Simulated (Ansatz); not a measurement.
`B[SiH2]CC` + NH₃ → `CC[SiH2]N` + BH₃ at 500 K and 1 bar (cleavage of the Si–B bond).

Isolated molecules relaxed with PBE0-D4/def2-TZVP in Ansatz; ΔE leaves out vibrations. CBS: MP2 limit from def2 TZ/QZ plus the TZ coupled-cluster correction, frozen cores. This one scheme is used for every species. Each species was taken in one conformer, which may not be the lowest.

```json
{"species": "`B[SiH2]CC`", "CCSD(T)/CBS energy (Eh)": "-395.35748", "H − E (kJ/mol)": "316.7", "S (J/(mol·K))": "418.8"}
{"species": "NH₃", "CCSD(T)/CBS energy (Eh)": "-56.50880", "H − E (kJ/mol)": "108.2", "S (J/(mol·K))": "211.8"}
{"species": "`CC[SiH2]N`", "CCSD(T)/CBS energy (Eh)": "-425.33899", "H − E (kJ/mol)": "332.5", "S (J/(mol·K))": "405.1"}
{"species": "BH₃", "CCSD(T)/CBS energy (Eh)": "-26.55200", "H − E (kJ/mol)": "86.8", "S (J/(mol·K))": "208.8"}
```

H − E and S are ideal-gas, rigid-rotor, harmonic terms from PBE0-D4/def2-TZVP, for one conformer and one mirror image of each species. 1 Eh = 2625.50 kJ/mol, R = 8.31446 J/(mol·K).

Problem. By hand: ΔE, ΔH, ΔS and ΔG.

Solution. ΔE = (-425.33899) + (-26.55200) − (-395.35748) − (-56.50880) = -0.02471 Eh = -64.9 kJ/mol. Δ(H − E) = 332.5 + 86.8 − 316.7 − 108.2 = -5.6, so ΔH = -70.5 kJ/mol. ΔS = 405.1 + 208.8 − 418.8 − 211.8 = -16.7 J/(mol·K). ΔG = -70.5 − 500 × (-16.7)/1000 = -62.1 kJ/mol.

Problem. By hand: the equilibrium constant, and the temperature at which ΔG would vanish if ΔH and ΔS stayed fixed.

Solution. log₁₀ K = −ΔG/(RT ln 10) = 6.5. ΔG = 0 at ΔH/ΔS = 4222 K, far beyond where these terms or the molecules hold.

ΔH outweighs TΔS. A doubt of 5 kJ/mol in ΔE shifts log₁₀ K by 0.5 here. Other conformers and mirror images would add mixing entropy, several J/(mol·K) or more a flexible species. Modes under 60 cm⁻¹, often nearly free rotors, make the harmonic entropy too high. These are equilibria of isolated gas molecules and say nothing of rates. Largest T1 diagnostic: 0.011 (customary marks: 0.02 for closed shells, 0.045 for open ones).
